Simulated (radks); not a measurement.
The numbers below are computed, except where a source is named.
Initial-state core-level shifts of the barium ion Ba+ when its valence configuration changes from [Xe] 6s1. Level of theory: Dirac Kohn-Sham, PBE, spin-unpolarised, spherical densities, finite nucleus; open shells fill j = l - 1/2 first; Fermi nuclear charge, rms radius 4.8378 fm (a radial shooting solver on a logarithmic mesh with Libxc functionals). Shifts are changes of the shell-averaged eigenvalues in eV (positive: less bound); the change of the density at the nucleus, which sets a Mossbauer isomer shift, is in e/bohr^3, on a base of 3.228e+05.

\begin{tabular}{lrrrrr}
valence & 2s & 3p & 4p & 5p & density at nucleus \\ \hline
5d1 & +1.983 & +1.965 & +1.946 & +1.726 & -18.95 \\
4f1 & +3.160 & +3.589 & +3.385 & +1.460 & -24.75 \\
6p1 & -1.006 & -1.010 & -1.004 & -0.938 & -15.77 \\
6s0.5 6p0.5 & -0.505 & -0.506 & -0.504 & -0.472 & -7.85 \\
\end{tabular}
